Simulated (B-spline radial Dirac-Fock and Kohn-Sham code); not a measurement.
**Dipole and non-dipole photoemission parameters of Os⁵⁺ 4f7/2**

System: the Os⁵⁺ ion in the configuration [Xe] 4f14 5d3; threshold 128.9 eV (orbital energy of the model). Method: Dirac-Hartree-Slater photoionisation with a Latter tail; cross sections with all multipoles, angular parameters from the dipole term and its interference with E2. Computed with a radial finite-basis atomic code.

Input of the calculation (task.json; shells as n, l, electrons):

```json
{"items": [{
  "Z": 76,
  "q": 5,
  "cfg": [[1, 0, 2], [2, 0, 2], [2, 1, 6], [3, 0, 2], [3, 1, 6], [3, 2, 10], [4, 0, 2], [4, 1, 6], [4, 2, 10], [4, 3, 14], [5, 0, 2], [5, 1, 6], [5, 2, 3]],
  "A": 192,
  "rrms": 5.4126,
  "do": "xps",
  "hv": [68.5, 80, 96.8, 134.0, 150, 154.0, 189.0, 204.0, 239.0, 245.0, 300, 325.0, 450.0, 552.0, 697.0, 800, 957.0, 1000, 1410.0, 1830.0, 2150.0, 2590.0, 2800.0, 2820.0, 4000, 4670.0, 5414.7, 5950.0, 11100.0, 12000]
}]}
```

Launch: `python xray2_run.py task.json out`

For linearly polarised light dσ/dΩ = σ/(4π) [1 + β P₂(cos θ) + (δ + γ cos²θ) sin θ cos φ], with θ from the polarisation vector and φ the angle between the beam and the projection of the electron momentum on the plane normal to the polarisation.

```tsv
hν (eV)	σ (kb)	β	γ	δ
150	2180	0.815	0.009	0.004
154	2340	0.722	0.007	0.005
189	3230	0.355	-0.001	0.009
204	3380	0.314	-0.002	0.011
239	3460	0.308	-0.003	0.014
245	3450	0.314	-0.003	0.015
300	3180	0.393	-0.003	0.019
325	?	?	?	?
450	1930	0.616	0.005	0.029
552	1330	0.730	0.016	0.035
697	793	0.845	0.039	0.043
800	566	0.903	0.060	0.049
957	352	0.966	0.099	0.058
1000	311	0.978	0.111	0.061
1410	113	1.045	0.238	0.082
1830	48.7	1.056	0.374	0.104
2150	28.3	1.047	0.474	0.119
2590	14.7	1.024	0.600	0.140
2800	11.1	1.011	0.655	0.150
2820	10.9	1.009	0.661	0.151
4000	2.95	0.928	0.917	0.207
4670	1.62	0.884	1.031	0.239
5414.7	0.902	0.840	1.137	0.273
5950	0.617	0.812	1.203	0.297
11100	0.0448	0.623	1.607	0.514
12000	0.0318	0.600	1.650	0.549
```

Question: Give the values at 325 eV.

Answer: σ = 2970 kb, β = 0.434, γ = -0.002, δ = 0.021.
